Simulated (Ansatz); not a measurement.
`c1cc2ccc3c[o+]cc4ccc(c1)c2c34` with charge +2. The state is a doublet with charge 2. Geometry PBE-D4/def2-SVP, that of the charge +1 singlet; atoms count from 1.

```xyz
25

C     2.522    1.621    1.490
C     1.545    0.993    2.278
C     0.472    0.304    1.676
C    -0.554   -0.355    2.441
C    -1.593   -1.024    1.836
C    -1.670   -1.074    0.402
C    -2.693   -1.731   -0.281
O    -2.734   -1.757   -1.615
C    -1.815   -1.166   -2.381
C    -0.739   -0.475   -1.825
C     0.269    0.173   -2.618
C     1.302    0.837   -1.999
C     1.408    0.905   -0.565
C     2.461    1.581    0.088
C     0.406    0.261    0.240
C    -0.659   -0.423   -0.389
H     3.351    2.153    1.980
H     1.612    1.035    3.376
H    -0.492   -0.319    3.539
H    -2.369   -1.521    2.436
H    -3.533   -2.270    0.178
H    -2.014   -1.294   -3.455
H     0.203    0.131   -3.715
H     2.076    1.333   -2.604
H     3.237    2.080   -0.512
```

**Question.** Estimate the Mulliken populations from the PBE0/def2-SVP orbitals of Ansatz.

**Answer.** 
```tsv
atom	charge (e)	spin (α − β)
C1	0.03	-0.15
C2	0.07	0.26
C3	0.00	0.05
C4	0.06	-0.02
C5	0.09	0.24
C6	-0.08	-0.10
C7	0.27	0.22
O8	-0.14	-0.05
C9	0.27	0.22
C10	-0.08	-0.10
C11	0.09	0.24
C12	0.06	-0.02
C13	0.00	0.05
C14	0.07	0.26
C15	0.05	-0.04
C16	0.10	0.00
H17	0.13	0.00
H18	0.12	-0.01
H19	0.11	0.00
H20	0.12	-0.01
H21	0.16	-0.01
H22	0.16	-0.01
H23	0.12	-0.01
H24	0.11	0.00
H25	0.12	-0.01
```
Mulliken values depend strongly on the basis.

**Question.** Where does the spin sit?

**Answer.** Summed by element: C 1.11, O -0.05, H -0.06, of 1 unpaired in all. Largest on single atoms: C2 0.26, C14 0.26, C5 0.24.

**Question.** And the Mayer bond orders between heavy atoms (over 0.3)?

**Answer.** C1–C2 1.37 (1.40 Å); C1–C14 1.37 (1.40 Å); C2–C3 1.22 (1.41 Å); C3–C4 1.24 (1.44 Å); C3–C15 1.22 (1.44 Å); C4–C5 1.46 (1.38 Å); C5–C6 1.17 (1.44 Å); C6–C7 1.37 (1.39 Å); C6–C16 1.20 (1.44 Å); C7–O8 1.19 (1.33 Å); O8–C9 1.19 (1.33 Å); C9–C10 1.37 (1.39 Å); C10–C11 1.17 (1.44 Å); C10–C16 1.20 (1.44 Å); C11–C12 1.46 (1.38 Å); C12–C13 1.24 (1.44 Å); C13–C14 1.22 (1.41 Å); C13–C15 1.22 (1.44 Å); C15–C16 1.35 (1.41 Å).
